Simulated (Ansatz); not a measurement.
```yaml
crystal:
  periodic: [false, false, false]
  atoms:
    - {symbol: Zn, position_ang: [-0.119753, 0.536057, 1.793398]}
    - {symbol: Zn, position_ang: [-0.071669, -0.359005, -1.316656]}
    - {symbol: Zn, position_ang: [-2.013211, 0.516148, 0.353117]}
    - {symbol: Se, position_ang: [2.206219, -0.622067, -0.586919]}
    - {symbol: Se, position_ang: [2.280747, -0.004801, 1.642127]}
    - {symbol: Se, position_ang: [-2.282332, -0.066321, -1.885057]}
basis:
  gaussian: {orbitals: def2-SVP, initial_orbitals: start.molden}
total_charge: 1
magnetization: {spin_polarized: true, initial_magnetization: 1}
hamiltonian: {xc: {name: wB97X-V}}
scf: {omitted_lower_state_checks: [starts]}
output: {orbitals: {seedname: orbitals}}
```

The file start.molden holds the orbitals of an earlier run on this structure, at another level or in another basis.

```sh
$ ansatz run in.yaml --threads 4 --pin off --events-out ev --progress --plain --max-ram 4787MiB
```

Question: Does this run fit into the memory that it is given?

Answer: No. It has 189 basis functions, and Ansatz plans for 5.17 GiB where 4.67 GiB are given.
